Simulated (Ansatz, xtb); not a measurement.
Bond stretch in BeH (cation, charge +1), singlet. Each curve is given relative to its own lowest point near equilibrium.

```json
[
 {"R / Å": "1.07", "A": "42.4", "B": "68.2", "C": "68.3", "D": "67.8"},
 {"R / Å": "1.14", "A": "14.2", "B": "30.7", "C": "30.2", "D": "30.1"},
 {"R / Å": "1.21", "A": "1.6", "B": "9.7", "C": "9.0", "D": "9.1"},
 {"R / Å": "1.23", "A": "0.0", "B": "6.1", "C": "5.5", "D": "5.6"},
 {"R / Å": "1.31", "A": "0.4", "B": "0.0", "C": "0.0", "D": "0.0"},
 {"R / Å": "1.33", "A": "1.8", "B": "0.3", "C": "0.5", "D": "0.4"},
 {"R / Å": "1.38", "A": "7.1", "B": "3.4", "C": "4.3", "D": "4.0"},
 {"R / Å": "1.43", "A": "14.3", "B": "9.5", "C": "11.2", "D": "10.5"},
 {"R / Å": "1.44", "A": "16.0", "B": "11.0", "C": "12.9", "D": "12.1"},
 {"R / Å": "1.53", "A": "33.0", "B": "28.4", "C": "32.1", "D": "30.3"},
 {"R / Å": "1.63", "A": "55.3", "B": "53.2", "C": "59.3", "D": "56.0"},
 {"R / Å": "1.76", "A": "86.2", "B": "90.1", "C": "92.9", "D": "93.8"},
 {"R / Å": "1.99", "A": "139.5", "B": "156.8", "C": "131.6", "D": "163.2"},
 {"R / Å": "2.22", "A": "188.0", "B": "205.1", "C": "155.9", "D": "227.2"},
 {"R / Å": "2.38", "A": "218.2", "B": "228.5", "C": "167.7", "D": "266.0"},
 {"R / Å": "2.68", "A": "265.8", "B": "257.6", "C": "182.3", "D": "324.8"},
 {"R / Å": "2.89", "A": "292.2", "B": "270.8", "C": "188.5", "D": "355.5"},
 {"R / Å": "3.27", "A": "326.7", "B": "286.0", "C": "194.8", "D": "392.0"},
 {"R / Å": "3.63", "A": "347.1", "B": "294.0", "C": "197.6", "D": "408.1"},
 {"R / Å": "4.02", "A": "359.7", "B": "298.7", "C": "199.1", "D": "410.5"},
 {"R / Å": "4.65", "A": "—", "B": "301.9", "C": "200.2", "D": "392.7"},
 {"R / Å": "5.28", "A": "—", "B": "303.0", "C": "200.7", "D": "361.1"}
]
```

Energies in kJ/mol.

Question: Assign the columns to these levels of theory: GFN1-xTB run with xtb; MP2 on RHF/aug-cc-pVQZ, frozen core in Ansatz (a quantum-chemistry and plane-wave program); UHF/aug-cc-pVQZ (Ansatz); unrestricted CAM-B3LYP/aug-cc-pVQZ in Ansatz.

Answer: A is GFN1-xTB; B is UKS-CAM-B3LYP; C is UHF; D is RMP2.

Dashes: no converged value, or the column stops at the first point that the program doubted or that broke a chosen test of continuity, which isn't proof of a fault.

The unrestricted determinant behind UKS-CAM-B3LYP is spin-contaminated at 1.99 to 5.28 Å (<S²> up to 1.0, against 0.00 for a pure singlet). The unrestricted determinant behind UHF is spin-contaminated at 1.76 to 5.28 Å (<S²> up to 1.0, against 0.00 for a pure singlet). The restricted form behind RMP2 keeps the bonding electrons paired and can't separate into open-shell fragments. The T1 diagnostic of CCSD on the restricted reference of RMP2 exceeds 0.045 at 2.22 to 5.28 Å.
